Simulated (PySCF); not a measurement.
Potential energy curve for ScF, singlet.

- RKS-wB97X-V = restricted wB97X-V/def2-TZVP (PySCF 2.14.0)
- RHF/def2-TZVP (PySCF)
- RKS-M06-2X = restricted M06-2X/def2-TZVP (PySCF 2.14.0)

Magnitude of the dipole moment (D; its direction can reverse along the curve, and a method can change to another solution) and Mulliken charge of the fragment that holds Sc1:

```json
[
 {"R / Å": "1.33", "μ RKS-wB97X-V": "0.83", "q RKS-wB97X-V": "0.19", "μ RHF": "0.88", "q RHF": "0.34", "μ RKS-M06-2X": "0.73", "q RKS-M06-2X": "0.21"},
 {"R / Å": "1.42", "μ RKS-wB97X-V": "0.18", "q RKS-wB97X-V": "0.23", "μ RHF": "0.22", "q RHF": "0.37", "μ RKS-M06-2X": "0.18", "q RKS-M06-2X": "0.25"},
 {"R / Å": "1.52", "μ RKS-wB97X-V": "0.53", "q RKS-wB97X-V": "0.28", "μ RHF": "0.46", "q RHF": "0.42", "μ RKS-M06-2X": "0.44", "q RKS-M06-2X": "0.30"},
 {"R / Å": "1.61", "μ RKS-wB97X-V": "1.16", "q RKS-wB97X-V": "0.34", "μ RHF": "1.05", "q RHF": "0.48", "μ RKS-M06-2X": "1.02", "q RKS-M06-2X": "0.36"},
 {"R / Å": "1.68", "μ RKS-wB97X-V": "1.66", "q RKS-wB97X-V": "0.38", "μ RHF": "1.50", "q RHF": "0.52", "μ RKS-M06-2X": "1.47", "q RKS-M06-2X": "0.40"},
 {"R / Å": "1.73", "μ RKS-wB97X-V": "2.02", "q RKS-wB97X-V": "0.41", "μ RHF": "1.83", "q RHF": "0.55", "μ RKS-M06-2X": "1.80", "q RKS-M06-2X": "0.44"},
 {"R / Å": "1.78", "μ RKS-wB97X-V": "2.38", "q RKS-wB97X-V": "0.44", "μ RHF": "2.15", "q RHF": "0.57", "μ RKS-M06-2X": "2.13", "q RKS-M06-2X": "0.46"},
 {"R / Å": "1.84", "μ RKS-wB97X-V": "2.81", "q RKS-wB97X-V": "0.47", "μ RHF": "2.55", "q RHF": "0.60", "μ RKS-M06-2X": "2.53", "q RKS-M06-2X": "0.50"},
 {"R / Å": "1.89", "μ RKS-wB97X-V": "3.17", "q RKS-wB97X-V": "0.49", "μ RHF": "2.89", "q RHF": "0.63", "μ RKS-M06-2X": "2.87", "q RKS-M06-2X": "0.52"},
 {"R / Å": "1.98", "μ RKS-wB97X-V": "3.82", "q RKS-wB97X-V": "0.53", "μ RHF": "3.50", "q RHF": "0.66", "μ RKS-M06-2X": "3.47", "q RKS-M06-2X": "0.56"},
 {"R / Å": "2.09", "μ RKS-wB97X-V": "4.60", "q RKS-wB97X-V": "0.56", "μ RHF": "4.26", "q RHF": "0.69", "μ RKS-M06-2X": "4.21", "q RKS-M06-2X": "0.59"},
 {"R / Å": "2.20", "μ RKS-wB97X-V": "5.37", "q RKS-wB97X-V": "0.59", "μ RHF": "5.02", "q RHF": "0.72", "μ RKS-M06-2X": "4.95", "q RKS-M06-2X": "0.61"},
 {"R / Å": "2.42", "μ RKS-wB97X-V": "6.84", "q RKS-wB97X-V": "0.63", "μ RHF": "6.57", "q RHF": "0.75", "μ RKS-M06-2X": "6.42", "q RKS-M06-2X": "0.65"},
 {"R / Å": "2.70", "μ RKS-wB97X-V": "8.58", "q RKS-wB97X-V": "0.66", "μ RHF": "8.51", "q RHF": "0.78", "μ RKS-M06-2X": "8.25", "q RKS-M06-2X": "0.68"},
 {"R / Å": "2.95", "μ RKS-wB97X-V": "10.03", "q RKS-wB97X-V": "0.69", "μ RHF": "10.23", "q RHF": "0.81", "μ RKS-M06-2X": "9.74", "q RKS-M06-2X": "0.70"},
 {"R / Å": "3.22", "μ RKS-wB97X-V": "11.50", "q RKS-wB97X-V": "0.72", "μ RHF": "12.05", "q RHF": "0.84", "μ RKS-M06-2X": "11.21", "q RKS-M06-2X": "0.73"},
 {"R / Å": "3.59", "μ RKS-wB97X-V": "13.37", "q RKS-wB97X-V": "0.74", "μ RHF": "14.47", "q RHF": "0.88", "μ RKS-M06-2X": "12.99", "q RKS-M06-2X": "0.75"},
 {"R / Å": "3.90", "μ RKS-wB97X-V": "14.78", "q RKS-wB97X-V": "0.76", "μ RHF": "16.42", "q RHF": "0.91", "μ RKS-M06-2X": "14.23", "q RKS-M06-2X": "0.75"},
 {"R / Å": "4.40", "μ RKS-wB97X-V": "16.76", "q RKS-wB97X-V": "0.77", "μ RHF": "19.40", "q RHF": "0.94", "μ RKS-M06-2X": "15.76", "q RKS-M06-2X": "0.74"},
 {"R / Å": "4.79", "μ RKS-wB97X-V": "18.12", "q RKS-wB97X-V": "0.77", "μ RHF": "21.60", "q RHF": "0.96", "μ RKS-M06-2X": "16.68", "q RKS-M06-2X": "0.73"},
 {"R / Å": "5.36", "μ RKS-wB97X-V": "19.94", "q RKS-wB97X-V": "0.77", "μ RHF": "24.70", "q RHF": "0.98", "μ RKS-M06-2X": "17.75", "q RKS-M06-2X": "0.70"},
 {"R / Å": "6.16", "μ RKS-wB97X-V": "22.36", "q RKS-wB97X-V": "0.76", "μ RHF": "28.90", "q RHF": "0.99", "μ RKS-M06-2X": "19.06", "q RKS-M06-2X": "0.65"},
 {"R / Å": "7.20", "μ RKS-wB97X-V": "25.45", "q RKS-wB97X-V": "0.74", "μ RHF": "34.17", "q RHF": "1.00", "μ RKS-M06-2X": "21.09", "q RKS-M06-2X": "0.62"}
]
```

At the longest distance RKS-wB97X-V, RKS-M06-2X leaves fractional charges on the fragments, a sign of delocalisation error or of the restricted form. The restricted form behind RKS-wB97X-V, RHF, RKS-M06-2X keeps the bonding electrons paired and can't separate into open-shell fragments.
